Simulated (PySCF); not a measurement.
BH5NSi (calculated)

Computed with PySCF 2.14.0. Calculation on a computer-drawn molecule: optimised geometry and harmonic frequencies of an isolated molecule of the commonest isotopes, restricted reference for singlets and unrestricted otherwise, frozen core in MP2.

```json
{"formula": "BH5NSi", "start_structure": {"atoms_angstrom": [["B", -1.2758, 0.1711, -0.8582], ["N", -0.8218, -0.1877, 0.337], ["Si", -1.4057, -1.2678, 1.5985], ["H", -2.2001, -0.322, -1.3776], ["H", 0.0, 0.3602, 0.7312], ["H", -1.9985, -0.5469, 2.6953], ["H", -2.4245, -2.0904, 0.9265], ["H", -0.2627, -2.1105, 2.0388]]}, "given": {"charge": 0, "multiplicity": 2, "method": "HF", "basis": "cc-pV(D+d)Z", "drawn_bonds_atom": [1, 2, 1, 2, 3, 3, 3], "drawn_bonds_other_atom": [2, 3, 4, 5, 6, 7, 8], "drawn_bonds_order": [1, 1, 1, 1, 1, 1, 1]}, "results": {"optimised_atom_element": ["B", "N", "Si", "H", "H", "H", "H", "H"], "optimised_atom_x [angstrom]": [-1.252, -0.8082, -1.408, -2.143, -0.0516, -1.899, -2.504, -0.3235], "optimised_atom_y [angstrom]": [0.1395, -0.09084, -1.269, -0.4652, 0.4921, -0.5901, -2.017, -2.194], "optimised_atom_z [angstrom]": [-0.8865, 0.4161, 1.568, -1.416, 0.7296, 2.788, 0.9247, 1.968], "modes_frequency [cm^-1]": [68.76, 309.5, 415.1, 712.5, 768.3, 789.0, 841.1, 1020, 1021, 1036, 1061, 1280, 1457, 2306, 2320, 2353, 2703, 3770], "modes_reduced_mass [dalton]": [1.261, 2.721, 1.536, 1.555, 1.2, 2.505, 1.116, 1.05, 1.278, 1.117, 1.069, 1.595, 2.648, 1.051, 1.032, 1.038, 1.097, 1.074], "rotational_constants [GHz]": [35.05, 5.969, 5.416], "total_energy [hartree]": -370.9786, "spin_squared": 0.7552, "convergence_status_largest_gradient_component [hartree/bohr]": 1.804e-06}}
```
